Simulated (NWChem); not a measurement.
The numbers come from NWChem runs, not from measurements. System: ammonium (H₄N (+1)), charge 1, spin multiplicity 1, at a geometry optimised with B3LYP/def2-SVP. Level: B2PLYP/def2-TZVP, 1 core orbitals frozen.

Input file:

```
start mol
memory heap 200 mb stack 800 mb global 1000 mb
charge 1
geometry units angstroms nocenter noautoz
  N      0.000000     0.000000     0.000000
  H      0.842807     0.000000     0.595954
  H     -0.842807     0.000000     0.595954
  H      0.000000     0.842806    -0.595955
  H      0.000000    -0.842806    -0.595955
  symmetry group C2v
end
basis spherical
  * library def2-tzvp
end
dft
  xc hfexch 0.53 becke88 0.47 lyp 0.73 mp2 0.27
  dftmp2
  semidirect memsize 60000000 filesize 0
  iterations 100
end
mp2
  freeze core 1
end
task dft energy
```

Output (cleaned and shortened):

```
             Northwest Computational Chemistry Package (NWChem) 7.3.0
             --------------------------------------------------------

                                NWChem Input Module
                                -------------------

 Scaling coordinates for geometry "geometry" by  1.889725989
 (inverse scale =  0.529177249)

 Turning off AUTOSYM since
 SYMMETRY directive was detected!

                             Geometry "geometry" -> ""
                             -------------------------

 Output coordinates in angstroms (scale by  1.889725989 to convert to a.u.)

  No.       Tag          Charge          X              Y              Z
 ---- ---------------- ---------- -------------- -------------- --------------
    1 N                    7.0000     0.00000000     0.00000000     0.00000000
    2 H                    1.0000     0.84280700     0.00000000     0.59595400
    3 H                    1.0000    -0.84280700     0.00000000     0.59595400
    4 H                    1.0000     0.00000000     0.84280600    -0.59595500
    5 H                    1.0000     0.00000000    -0.84280600    -0.59595500

 Effective nuclear repulsion energy (a.u.)      16.2380439531

            Nuclear Dipole moment (a.u.)
            ----------------------------
        X                 Y               Z
 ---------------- ---------------- ----------------
     0.0000000000     0.0000000000    -0.0000037795

      Symmetry information
      --------------------

 Group name             C2v
 Group number             16
 Group order               4
 No. of unique centers     3

      Symmetry unique atoms

     1    2    4


 Summary of "ao basis" -> "" (spherical)
 ------------------------------------------------------------------------------
       Tag                 Description            Shells   Functions and Types
 ---------------- ------------------------------  ------  ---------------------
 *                         def2-tzvp                  on all atoms

  dft_input: which_mp2 not specified, using semidirect MP2 by default.

                                 NWChem DFT Module
                                 -----------------

 Summary of "ao basis" -> "ao basis" (spherical)
 ------------------------------------------------------------------------------
       Tag                 Description            Shells   Functions and Types
 ---------------- ------------------------------  ------  ---------------------
 N                         def2-tzvp                11       31   5s3p2d1f
 H                         def2-tzvp                 4        6   3s1p

 Summary of "ao basis" -> "ao basis" (spherical)
 ------------------------------------------------------------------------------
       Tag                 Description            Shells   Functions and Types
 ---------------- ------------------------------  ------  ---------------------
 N                         def2-tzvp                11       31   5s3p2d1f
 H                         def2-tzvp                 4        6   3s1p

      Symmetry analysis of basis
      --------------------------

        a1         24
        a2          5
        b1         13
        b2         13

            General Information
            -------------------
          SCF calculation type: DFT
          Wavefunction type:  closed shell.
          No. of atoms     :     5
          No. of electrons :    10
           Alpha electrons :     5
            Beta electrons :     5
          Charge           :     1
[...]
    12      0.138371  1 N  px

 Vector    5  Occ=2.000000D+00  E=-8.943671D-01  Symmetry=b2
              MO Center= -1.3D-19,  5.2D-16, -2.0D-01, r^2= 8.8D-01
   Bfn.  Coefficient  Atom+Function         Bfn.  Coefficient  Atom+Function
  ----- ------------  ---------------      ----- ------------  ---------------
     7      0.368525  1 N  py                10      0.310592  1 N  py
    45      0.176699  4 H  s                 51     -0.176699  5 H  s
    44      0.141695  4 H  s                 50     -0.141695  5 H  s
    13      0.138372  1 N  py

 Vector    6  Occ=0.000000D+00  E=-1.862928D-01  Symmetry=a1
              MO Center= -1.0D-14, -5.6D-15, -6.7D-07, r^2= 4.4D+00
   Bfn.  Coefficient  Atom+Function         Bfn.  Coefficient  Atom+Function
  ----- ------------  ---------------      ----- ------------  ---------------
     5      1.732029  1 N  s                 34     -0.688110  2 H  s
    40     -0.688110  3 H  s                 46     -0.688110  4 H  s
    52     -0.688110  5 H  s                  3      0.252598  1 N  s
     4      0.130140  1 N  s                  2     -0.119092  1 N  s
    33     -0.073049  2 H  s                 39     -0.073049  3 H  s

 Vector    7  Occ=0.000000D+00  E=-9.572033D-02  Symmetry=b1
              MO Center=  7.6D-15, -5.2D-20,  8.4D-01, r^2= 3.8D+00
   Bfn.  Coefficient  Atom+Function         Bfn.  Coefficient  Atom+Function
  ----- ------------  ---------------      ----- ------------  ---------------
    34      1.621420  2 H  s                 40     -1.621420  3 H  s
    12     -0.891033  1 N  px                 6     -0.255546  1 N  px
     9     -0.183598  1 N  px                33      0.118578  2 H  s
    39     -0.118578  3 H  s                 23     -0.055422  1 N  d  1
    32      0.053011  2 H  s                 38     -0.053011  3 H  s

 Vector    8  Occ=0.000000D+00  E=-9.572026D-02  Symmetry=b2
              MO Center=  6.5D-20,  5.0D-15, -8.4D-01, r^2= 3.8D+00
   Bfn.  Coefficient  Atom+Function         Bfn.  Coefficient  Atom+Function
  ----- ------------  ---------------      ----- ------------  ---------------
    46      1.621420  4 H  s                 52     -1.621420  5 H  s
    13     -0.891032  1 N  py                 7     -0.255546  1 N  py
    10     -0.183599  1 N  py                45      0.118578  4 H  s
    51     -0.118578  5 H  s                 21     -0.055422  1 N  d -1
    44      0.053011  4 H  s                 50     -0.053011  5 H  s

 center of mass
 --------------
 x =   0.00000000 y =   0.00000000 z =  -0.00000021

 moments of inertia (a.u.)
 ------------------
          10.225828624849           0.000000000000           0.000000000000
           0.000000000000          10.225840757918           0.000000000000
           0.000000000000           0.000000000000          10.225829395815

     Multipole analysis of the density
     ---------------------------------

     L   x y z        total         alpha         beta         nuclear
     -   - - -        -----         -----         ----         -------
     0   0 0 0      1.000000     -5.000000     -5.000000     11.000000

     1   1 0 0     -0.000000     -0.000000     -0.000000      0.000000
     1   0 1 0      0.000000      0.000000      0.000000      0.000000
     1   0 0 1     -0.000001      0.000001      0.000001     -0.000004

     2   2 0 0     -3.203363     -4.138293     -4.138293      5.073223
     2   1 1 0      0.000000      0.000000      0.000000      0.000000
     2   1 0 1     -0.000000     -0.000000     -0.000000      0.000000
     2   0 2 0     -3.203369     -4.138290     -4.138290      5.073211
     2   0 1 1      0.000000      0.000000      0.000000      0.000000
     2   0 0 2     -3.203364     -4.138293     -4.138293      5.073222

                   NWChem MP2 Semi-direct Energy/Gradient Module
                   ---------------------------------------------

  Basis functions       =     55
  Molecular orbitals    =     55
  Frozen core           =      1
  Frozen virtuals       =      0
  Active alpha occupied =      4
  Active beta occupied  =      4
  Active alpha virtual  =     50
  Active beta virtual   =     50
  Use MO symmetry       = T
  Use skeleton AO sym   = T

  AO/Fock/Back tols     =   1.0D-09  1.0D-09  1.0D-09

 GA uses MA = F    GA memory limited = T

 Available:
  local mem=  3.29D+07
 global mem=  1.31D+08
 local disk=  0.00D+00
  mp2_memr nvloc                    50
  nvloc new                    50
   1 passes of   4:        4194304                      16167                   1052443.
   1 passes of   4: M     32854594           G      131065950           F      28660290.

 Semi-direct pass number   1 of   1  for RHF alpha+beta  at        0.6s
  vrange nnbf                  1540
  mp2_eaftype                    10  avail_ma_in_mb                   286
 EAF : mp2_eaftype filesize          10     526221.
  mp2_eaf for mointskh                     10
Node 0 wrote      2.5 Mb in      0.0 s     Agg I/O rate:  1470.0 Mb/s
 Done moints_semi at        1.1s
  mp2_eaftype                    10  avail_ma_in_mb                   286
 EAF : mp2_eaftype filesize          10     526221.
  mp2_eaf for kh                    10
 Done maket at        1.2s
 Done multipass loop at        1.2s

          -------------------------------------------
          DFT energy                     -56.798086286079
          Unscaled MP2 energy             -0.261210763586
          Total DFT+MP2 energy           -56.868613192247
          -------------------------------------------

 -----------------------
 Performance information
 -----------------------

 Timer overhead =  2.53D-07 seconds/call

               Nr. of calls         CPU time (s)                 Wall time (s)                GFlops
             ---------------    -------------------     ------------------------------   -------------------
Name         Min   Avg   Max    Min     Avg     Max     Min     Avg     Max   Mx/calls   Min     Max     Sum
mp2: moin     1     1     1   0.51    0.51    0.51     0.51    0.51    0.51    0.51      0.0     0.0     0.0
mp2: make     1     1     1   2.81E-2 2.81E-2 2.81E-2  2.81E-2 2.81E-2 2.81E-2 2.81E-2   0.0     0.0     0.0
mp2: tota     1     1     1   0.57    0.57    0.57     0.57    0.57    0.57    0.57      0.0     0.0     0.0

 The average no. of pstat calls per process was 3.00D+00
 with a timing overhead of 7.58D-07s

 Task  times  cpu:        1.1s     wall:        1.1s

 Total times  cpu:        1.2s     wall:        1.2s
```
